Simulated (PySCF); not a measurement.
All values below come from PBE-D3(BJ)/def2-TZVP // r2SCAN-D4/def2-SVP (PySCF). Isolated molecules, 0 K electronic values unless said otherwise. 

Reference species: [Zr(Cl)4] (neutral, multiplicity 1).

- mean distance from the central atom to its bonded neighbours = 2.330 Å
- charge on the central atom (Mulliken) = 1.20 e
- LUMO = -3.52 eV
- HOMO–LUMO gap = 4.82 eV

After one change: the mean distance from the central atom to its bonded neighbours falls by 0.125 Å; the charge on the central atom (Mulliken) falls by 0.18 e; the LUMO falls by 0.06 eV; the HOMO–LUMO gap drops by 0.61 eV.

**Question.** Name the change that produced these shifts. The new species is one of these.
(A) [Zr(H)4]
(B) [Zr(Cl)2(H)2]
(C) [Zr(Cl)(H)3]
(D) [Zr(Cl)3(H)]

**Answer.** D, [Zr(Cl)3(H)]
